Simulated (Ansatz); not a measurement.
Harmonic frequencies (cm⁻¹) at PBE0-D4/def2-TZVP from Ansatz: 102, 200, 236, 280, 295, 464, 493, 573, 663, 772, 831, 1006, 1043, 1083, 1138, 1172, 1233, 1297, 1345, 1393, 1416, 1862, 3110, 3112.

(1) Which molecule is it?
A. `CC#CC`
B. `FC1=C(F)[C@@H](F)[C@@H]1F`
C. `F/C=C/C(F)=C(F)F`
D. `FC1=CC(F)(F)C1F`

Answers

(1) B.
